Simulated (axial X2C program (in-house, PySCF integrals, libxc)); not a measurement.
# CsO: from the spin-free to the two-component result

Computed with an axial X2C code built on PySCF integrals. Spin-free means the one-electron spin-free X2C Hamiltonian; two-component (2c) means X2C with spin–orbit coupling and atomic mean-field two-electron Coulomb and Gaunt terms, so the difference of the two also holds small scalar two-electron terms. Basis: Cs dyall-cv3z [15s15p9d4f1g], O dyall-av3z [7s6p3d2f] (cores contracted in-house); Gaussian nuclei, density fitting, unrestricted open shells. Masses: Cs 132.905 u, O 15.995 u.

Spin-free state: M_S = 1/2, Λ = 0 (beyond evenly filled blocks: σα); fragments Cs + O.

| level | Re (Å) | ωe (cm⁻¹) | De (eV) | μ (D) |
| --- | --- | --- | --- | --- |
| PBE0 | 2.283 | 358.8 | 3.173 | -7.34 |
| HF | 2.417 | 340.4 | 1.233 | -8.67 |
| MP2 | 2.325 | 351.7 | 3.149 | n/a |
| CCSD | 2.336 | 351.5 | 2.935 | n/a |
| CCSD(T) | 2.327 | 351.9 | 3.029 | n/a |
| r2SCAN | 2.294 | 349.1 | 3.409 | -7.36 |

Correlated methods: 15 electrons correlated (number of frozen shells: Cs 4 s, 3 p, 2 d; O 1 s), 295 virtual spin orbitals or spinors in MP2, 90 natural virtuals in coupled cluster.

Dipoles are positive if O is the positive end.

Two-component determinant lowest at the distance of the search:

Ω = 1/2 (⟨Sz⟩ = 0.50, ⟨Lz⟩ = 0.00 at HF); fragments Cs + O.

```
  level  Re (Å)  ωe (cm⁻¹)  De (eV)  μ (D)
   PBE0   2.281      359.1    3.176  -7.31
     HF   2.416      340.5    1.234  -8.65
    MP2   2.323      351.8    3.147    n/a
   CCSD   2.335      351.6    2.936    n/a
CCSD(T)   2.326      352.0    3.024    n/a
 r2SCAN   2.292      349.2    3.412  -7.33
```

**Question.** From the two tables, how do the constants change at the CCSD(T) level (2c against spin-free)?

**Answer.** At the CCSD(T) level Re goes down by 0.001 Å and ωe doesn't move by more than 0.2 cm⁻¹; De changes by -0.005 eV.

The state is one determinant whose occupation by symmetry is held fixed; it was picked as the lowest of a PBE0 search that is not exhaustive. De is counted from the lowest determinant-based energies of the atoms at the same level, without counterpoise correction. Density functionals use the spin component along the axis (collinear). CCSD and (T) use frozen natural virtuals with an MP2 correction for the truncation; (T) itself is uncorrected, so its De runs slightly low. In 2c an atomic determinant is not the ground J level, so De misses part of the atomic spin–orbit lowering. This holds for PBE0, r2SCAN. Other states lie close and PBE0, whose exact exchange favours high spin, may order them wrongly; the determinant shown need not be the ground state. The nearest other spin-free determinant of the search, M_S = 1/2, Λ = 1, lies 0.45 eV up at the distance of the search. The functionals have no current-density term, which raises determinants with orbital currents, atoms included. Some points did not converge and are left out.
